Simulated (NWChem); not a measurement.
Molecule: C3H7BO; SMILES C=CB(C)O

```xyz
12

B      0.0409    -0.4498    -0.0023
C     -0.7671    -1.8135     0.0033
H     -1.4262    -1.8742    -0.8743
H     -1.4313    -1.8644     0.8775
H     -0.1422    -2.7165     0.0100
C     -0.6896     0.9343    -0.0078
C     -0.0435     2.1097     0.0061
H     -1.7817     0.9580    -0.0211
H     -0.5603     3.0687     0.0043
H      1.0438     2.1514     0.0203
O      1.4113    -0.4215    -0.0023
H      1.7894    -1.3124     0.0031
```
Atoms are numbered in this order, from 1.

Level: B3LYP/6-31G* (spherical d) (NWChem), optimised geometry, unscaled harmonic frequencies. B3LYP is NWChem's, with the RPA form of VWN correlation.

| frequency (cm⁻¹) | IR intensity (km/mol) |
|---|---|
| 78 | 3.1 |
| 80 | 0.2 |
| 211 | 0.8 |
| 335 | 3.4 |
| 385 | 0.2 |
| 495 | 12.3 |
| 567 | 67.1 |
| 634 | 29.6 |
| 723 | 0.0 |
| 855 | 4.5 |
| 916 | 47.5 |
| 978 | 111.4 |
| 1008 | 24.6 |
| 1050 | 0.2 |
| 1065 | 12.9 |
| 1226 | 162.9 |
| 1335 | 4.2 |
| 1360 | 117.9 |
| 1389 | 134.4 |
| 1477 | 67.7 |
| 1495 | 3.9 |
| 1511 | 4.0 |
| 1693 | 50.2 |
| 3024 | 4.5 |
| 3083 | 14.7 |
| 3091 | 40.5 |
| 3123 | 24.0 |
| 3147 | 20.1 |
| 3226 | 17.1 |
| 3773 | 31.9 |

```yaml
zero_point_energy: 61.9 kcal/mol
thermal correction to the enthalpy at 298.15 K (with zero-point energy): 66.6 kcal/mol
heat capacity Cv: 22.2 cal/(mol K)
entropy at 298.15 K and 1 atm (symmetry number 1): 79.2 cal/(mol K)
dipole_moment: 1.15 D
```

Rigid rotor and harmonic oscillator; modes under 100 cm⁻¹ make the entropy uncertain.
